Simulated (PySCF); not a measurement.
**Zirconium: a sound run and one with changed settings**

Sound run: Zr [Kr] 4d2 5s2, Zr⁺ [Kr] 4d2 5s1. Computed with PySCF 2.14 in cc-pVDZ-PP with ECP28MDF, with a scalar-relativistic core potential. The sound run starts from symmetry-adapted Hartree-Fock orbitals and uses a fine grid where one is needed.

Changed run: basis STO-3G, all-electron and non-relativistic. This setting is unsound on purpose.

```
species  method  sound run (hartree)  changed run (hartree)  converged
     Zr     UHF            -46.30208            -3503.03532        yes
     Zr    MN15            -46.66962            -3501.65096        yes
     Zr  r2SCAN            -46.76265            -3504.69207        yes
    Zr⁺     UHF            -46.10994            -3502.95330        yes
    Zr⁺    MN15            -46.41610            -3501.49545        yes
    Zr⁺  r2SCAN            -46.53595            -3504.56107        yes
```

Ionisation energy of Zr:

```json
{"method": "UHF", "sound run (eV)": "5.228", "changed run (eV)": "2.232"}
{"method": "MN15", "sound run (eV)": "6.899", "changed run (eV)": "4.232"}
{"method": "r2SCAN", "sound run (eV)": "6.169", "changed run (eV)": "3.564"}
```

A minimal basis cannot let orbitals breathe on ionisation and holds almost no correlation. The Hamiltonian changed with the basis, so the totals do not compare.

For comparison, NIST gives 6.634 eV between the lowest levels.
